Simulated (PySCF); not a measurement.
CH4AlO (SMILES [CH3][Al][OH]), doublet, at a GFN2-xTB geometry (such geometries of metal compounds can be far from the true shape) (the spin is typed, not shown lowest). Base run: M062X/def2-SV(P) (PySCF).

Geometry (Å):
```xyz
7

Al     0.4811    -0.0488     0.1147
C     -0.3858     1.3475    -1.0982
H     -1.1196     1.9587    -0.5667
H     -0.8977     0.8943    -1.9508
H      0.3781     2.0213    -1.4938
O     -0.2070    -1.2916     0.9601
H     -0.6445    -1.9926     1.4290
```
Charge 0, spin multiplicity 2.
Orbitals are unrestricted.
All else is at PySCF's defaults.
Base energy -357.92278 Eh.

Variants of this job, named by their change:

```json
[
 {"change": "base", "ΔE vs base (µEh)": "0.0", "grid points": "86616", "electrons on the grid": "31.00001"},
 {"change": "grids.radi_method = gauss_chebyshev", "ΔE vs base (µEh)": "2.8", "grid points": "84296", "electrons on the grid": "31.00001"},
 {"change": "grids.atom_grid = (50, 194)", "ΔE vs base (µEh)": "-164", "grid points": "45992", "electrons on the grid": "30.99997"},
 {"change": "grids.atom_grid = (150, 974)", "ΔE vs base (µEh)": "11.5", "grid points": "562624", "electrons on the grid": "31.00000"},
 {"change": "grids.level = 4", "ΔE vs base (µEh)": "14.1", "grid points": "148392", "electrons on the grid": "31.00000"},
 {"change": "grids.atom_grid = (30, 110)", "ΔE vs base (µEh)": "-3944", "grid points": "17208", "electrons on the grid": "30.99990"},
 {"change": "grids.atom_grid = (75, 302)", "ΔE vs base (µEh)": "38.7", "grid points": "101208", "electrons on the grid": "31.00000"},
 {"change": "grids.radi_method = delley", "ΔE vs base (µEh)": "22.9", "grid points": "91784", "electrons on the grid": "31.00001"},
 {"change": "grids.level = 1", "ΔE vs base (µEh)": "-214", "grid points": "26600", "electrons on the grid": "30.99996"},
 {"change": "grids.becke_scheme = stratmann", "ΔE vs base (µEh)": "1.1", "grid points": "86616", "electrons on the grid": "31.00001"},
 {"change": "grids.level = 5", "ΔE vs base (µEh)": "12.1", "grid points": "223168", "electrons on the grid": "31.00000"}
]
```

Open shells are given as the SCF converged; they aren't shown to be the lowest states, and a large step between rows can be another state.
